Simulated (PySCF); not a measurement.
## Calculated data, ClHOSi$_{2}$, H$_{2}$O$_{2}$Si$_{2}$, ClH$_{2}$OSi$_{2}$

Computed with PySCF 2.14.0. Calculation on a computer-drawn molecule: optimised geometry and harmonic frequencies of an isolated molecule of the commonest isotopes, restricted reference for singlets and unrestricted otherwise, frozen core in MP2.

Common to all runs: charge 0; basis cc-pV(D+d)Z.

```json
{"entry": 1, "formula": "ClHOSi2", "start_structure": {"atoms_angstrom": [["O", -0.7192, -0.3899, -2.8449], ["Si", -1.9819, 0.2496, -2.3146], ["Si", -1.8686, 0.0852, -0.0664], ["Cl", -2.0231, 2.0222, 0.5834], ["H", -2.8905, 0.8, -3.3715]]}, "given": {"multiplicity": 1, "method": "HF", "drawn_bonds_atom": [1, 2, 3, 2], "drawn_bonds_other_atom": [2, 3, 4, 5], "drawn_bonds_order": [2, 1, 1, 1]}, "results": {"optimised_atom_element": ["O", "Si", "Si", "Cl", "H"], "optimised_atom_x [angstrom]": [-0.6932, -1.815, -1.908, -2.195, -2.873], "optimised_atom_y [angstrom]": [-0.4918, 0.1734, 0.01534, 2.089, 0.9815], "optimised_atom_z [angstrom]": [-3.091, -2.342, 0.08486, 0.3362, -3.002], "modes_frequency [cm^-1]": [36.65, 117.8, 183.7, 420.6, 507.5, 543.0, 874.3, 1299, 2283], "modes_reduced_mass [dalton]": [6.625, 7.14, 11.23, 5.456, 22.14, 1.609, 1.14, 17.35, 1.045], "rotational_constants [GHz]": [8.683, 1.64, 1.453], "total_energy [hartree]": -1112.8087, "convergence_status_largest_gradient_component [hartree/bohr]": 8.091e-06}}
{"entry": 2, "formula": "ClHOSi2", "start_structure": {"atoms_angstrom": [["O", -0.6932, -0.4918, -3.0911], ["Si", -1.8146, 0.1734, -2.3422], ["Si", -1.9085, 0.0153, 0.0849], ["Cl", -2.1946, 2.0887, 0.3362], ["H", -2.8725, 0.9815, -3.0018]]}, "given": {"multiplicity": 1, "method": "MP2", "drawn_bonds_atom": [1, 2, 3, 2], "drawn_bonds_other_atom": [2, 3, 4, 5], "drawn_bonds_order": [2, 1, 1, 1]}, "results": {"optimised_atom_element": ["O", "Si", "Si", "Cl", "H"], "optimised_atom_x [angstrom]": [-0.9964, -1.708, -1.459, -2.721, -2.6], "optimised_atom_y [angstrom]": [-0.8489, 0.202, 0.242, 1.901, 1.271], "optimised_atom_z [angstrom]": [-3.223, -2.325, 0.1073, 0.3051, -2.878], "modes_frequency [cm^-1]": [20.38, 108.0, 202.5, 432.5, 436.5, 527.7, 818.7, 1108, 2192], "modes_reduced_mass [dalton]": [5.533, 11.2, 19.69, 13.95, 1.286, 30.29, 1.105, 17.56, 1.045], "rotational_constants [GHz]": [10.02, 1.58, 1.365], "total_energy [hartree]": -1113.3019, "convergence_status_largest_gradient_component [hartree/bohr]": 2.068e-06}}
{"entry": 3, "formula": "H2O2Si2", "start_structure": {"atoms_angstrom": [["O", -0.113, -1.0037, -1.1334], ["Si", 0.9937, -0.7545, -0.1614], ["Si", 0.3766, 0.9163, 1.2431], ["O", 1.5937, 1.9057, 1.5849], ["H", 2.3315, -1.4987, -0.4326], ["H", 2.5564, 1.8991, 1.3201]]}, "given": {"multiplicity": 1, "method": "HF", "drawn_bonds_atom": [1, 2, 3, 2, 4], "drawn_bonds_other_atom": [2, 3, 4, 5, 6], "drawn_bonds_order": [2, 1, 1, 1, 1]}, "results": {"optimised_atom_element": ["O", "Si", "Si", "O", "H", "H"], "optimised_atom_x [angstrom]": [-0.06471, 0.8796, 0.234, 1.767, 2.365, 2.558], "optimised_atom_y [angstrom]": [-1.498, -0.6009, 1.324, 1.747, -0.8139, 1.306], "optimised_atom_z [angstrom]": [-1.024, -0.2715, 1.155, 1.586, -0.3296, 1.305], "modes_frequency [cm^-1]": [61.94, 109.7, 246.4, 442.0, 469.1, 563.8, 842.5, 887.1, 914.3, 1300, 2189, 4124], "modes_reduced_mass [dalton]": [5.781, 6.241, 11.86, 8.667, 1.254, 1.165, 1.645, 1.126, 2.999, 17.51, 1.044, 1.068], "rotational_constants [GHz]": [15.16, 2.18, 1.906], "total_energy [hartree]": -728.7436, "convergence_status_largest_gradient_component [hartree/bohr]": 2.106e-05}}
{"entry": 4, "formula": "H2O2Si2", "start_structure": {"atoms_angstrom": [["O", -0.0647, -1.4981, -1.0241], ["Si", 0.8796, -0.6009, -0.2715], ["Si", 0.234, 1.3243, 1.1549], ["O", 1.7671, 1.7468, 1.5861], ["H", 2.3653, -0.8139, -0.3296], ["H", 2.5577, 1.3061, 1.305]]}, "given": {"multiplicity": 1, "method": "MP2", "drawn_bonds_atom": [1, 2, 3, 2, 4], "drawn_bonds_other_atom": [2, 3, 4, 5, 6], "drawn_bonds_order": [2, 1, 1, 1, 1]}, "results": {"optimised_atom_element": ["O", "Si", "Si", "O", "H", "H"], "optimised_atom_x [angstrom]": [0.04734, 0.815, 0.2124, 1.839, 2.338, 2.487], "optimised_atom_y [angstrom]": [-1.568, -0.5232, 1.401, 1.65, -0.5434, 1.047], "optimised_atom_z [angstrom]": [-1.07, -0.2166, 1.212, 1.517, -0.1246, 1.102], "modes_frequency [cm^-1]": [91.43, 121.0, 244.0, 433.3, 445.3, 652.2, 825.8, 838.3, 930.0, 1126, 2035, 3679], "modes_reduced_mass [dalton]": [7.328, 6.574, 11.64, 11.84, 1.257, 1.092, 1.324, 3.428, 1.215, 16.76, 1.043, 1.067], "rotational_constants [GHz]": [14.8, 2.199, 1.914], "total_energy [hartree]": -729.2937, "convergence_status_largest_gradient_component [hartree/bohr]": 1.407e-05}}
{"entry": 5, "formula": "ClH2OSi2", "start_structure": {"atoms_angstrom": [["O", -1.7188, 0.7046, -1.7917], ["Si", -0.3977, 0.0116, -1.6999], ["Si", 0.8817, -0.5618, -0.0082], ["Cl", 0.395, -0.83, -3.294], ["H", 0.6707, 0.1708, 1.3334], ["H", 2.3056, -0.9316, -0.0922]]}, "given": {"multiplicity": 2, "method": "HF", "drawn_bonds_atom": [1, 2, 2, 3, 3], "drawn_bonds_other_atom": [2, 3, 4, 5, 6], "drawn_bonds_order": [2, 1, 1, 1, 1]}, "results": {"optimised_atom_element": ["O", "Si", "Si", "Cl", "H", "H"], "optimised_atom_x [angstrom]": [-1.672, -0.3941, 0.8534, 0.4319, 0.6408, 2.277], "optimised_atom_y [angstrom]": [0.7329, -0.03856, -0.6496, -0.8324, 0.2391, -0.8878], "optimised_atom_z [angstrom]": [-1.705, -1.715, 0.1399, -3.404, 1.296, -0.1647], "modes_frequency [cm^-1]": [132.9, 158.2, 257.5, 270.7, 420.7, 527.4, 563.1, 617.9, 978.6, 1339, 2339, 2363], "modes_reduced_mass [dalton]": [6.19, 1.081, 12.11, 10.84, 10.96, 1.272, 1.414, 4.087, 1.065, 18.99, 1.029, 1.055], "rotational_constants [GHz]": [4.611, 2.376, 1.574], "total_energy [hartree]": -1113.4210, "spin_squared": 0.7635, "convergence_status_largest_gradient_component [hartree/bohr]": 1.927e-05}}
```
